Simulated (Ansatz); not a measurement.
Molecule: C₆H₁₁S, charge 0, multiplicity 2. It need not be the lowest isomer of its formula. 
Structure (B3LYP-D3(BJ)/def2-TZVP (Ansatz, an electronic-structure program) minimum search):
SMILES: [CH]1CCCCSC1
```xyz
18

C     -0.1235    -1.8157     0.0531
C      0.9509    -1.2678    -0.9249
C      1.7277    -0.1390    -0.3393
C      1.1992     1.2292    -0.2917
S     -0.2750     1.3685     0.8514
C     -1.4671     0.4242    -0.1508
C     -1.4791    -1.0979     0.0271
H      0.2887    -1.7743     1.0628
H     -0.2985    -2.8720    -0.1662
H      0.4728    -0.9680    -1.8639
H      1.6368    -2.0827    -1.1682
H      2.5074    -0.3962     0.3694
H      1.9224     1.9424     0.1004
H      0.8474     1.5845    -1.2630
H     -2.4496     0.8249     0.1015
H     -1.2802     0.6913    -1.1925
H     -2.0836    -1.5019    -0.7926
H     -2.0121    -1.3426     0.9488
```
Charge 0, spin multiplicity 2.

Total electronic energies in hartree. Correlated levels leave the core frozen unless marked. Open shells are spin-unrestricted. Spin-orbit coupling is left out. No relativistic terms. CBS marks a two-point X^-3 extrapolation of the correlation energy; Hartree-Fock from the larger set. [CCSD(T)-MP2]/basis is that difference in the basis named.

```tsv
level	program	energy (Eh)
HF/6-31G	Ansatz	-630.95011
RI-HF/cc-pV(T+d)Z	Ansatz	-631.19405
RI-HF/cc-pV(Q+d)Z	Ansatz	-631.21196
SVWN5/def2-TZVPD	Ansatz	-629.92064
BLYP-D3(BJ)/def2-TZVPD	Ansatz + dftd3	-633.38719
BLYP/def2-TZVPD	Ansatz	-633.34750
revPBE-D3(BJ)/def2-TZVPD	Ansatz + dftd3	-633.39181
r2SCAN/def2-TZVPD	Ansatz	-633.32239
r2SCANh-D4/def2-TZVPD	Ansatz + dftd4	-633.31826
r2SCANh/def2-TZVPD	Ansatz	-633.31321
LC-wPBE-D3(BJ)/def2-TZVPD	Ansatz + dftd3	-633.24892
wB97X-V/def2-TZVPD	Ansatz	___
B2PLYP/def2-TZVPD	Ansatz	-633.12897
MP2/cc-pV(D+d)Z	Ansatz	-632.07364
RI-MP2/CBS(cc-pV(T+d)Z,cc-pV(Q+d)Z)+[CCSD(T)-MP2]/cc-pV(T+d)Z	Ansatz	-632.6523
```

**Question.** Complete the blanks.

**Answer.** 
- wB97X-V/def2-TZVPD, energy (Eh): -633.37041
